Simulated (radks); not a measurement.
Species: Mg+. Configuration: [Ne] 3s1.

Method: scalar-relativistic Kohn-Sham, LDA (Slater exchange, Perdew-Wang correlation), spin-polarised, spherical densities, point nucleus; open shells are filled with parallel spins first; computed with a radial shooting solver on a logarithmic mesh with Libxc functionals.

Energy parts (eV):
total: -5419.744
kinetic: 5420.051
electron-nucleus: -12928.645
Hartree: 2505.192
exchange-correlation: -416.342

Orbitals (lengths in bohr, moments of r in powers of bohr):
| orbital | occ. | eigenvalue (eV) | <r> | <r^2> |
|---|---|---|---|---|
| 1s up | 1 | -1262.613 | 0.1311 | 0.02317 |
| 1s down | 1 | -1262.519 | 0.1311 | 0.02317 |
| 2s up | 1 | -88.3814 | 0.7004 | 0.5914 |
| 2s down | 1 | -88.2492 | 0.6995 | 0.5892 |
| 2p up | 3 | -55.8053 | 0.6898 | 0.6121 |
| 2p down | 3 | -55.6506 | 0.6873 | 0.6063 |
| 3s up | 1 | -12.0001 | 2.749 | 8.701 |
| 3s down | 0 | -10.5265 | 2.815 | 9.207 |

The highest occupied level is 3s up at -12.000 eV. Summed over all electrons, <r^2> = 13.58 bohr^2, which gives a Langevin (diamagnetic) susceptibility term of -10.8 x 10^-6 cm^3/mol. The density falls to 0.001 e/bohr^3 at r = 3.79 bohr.
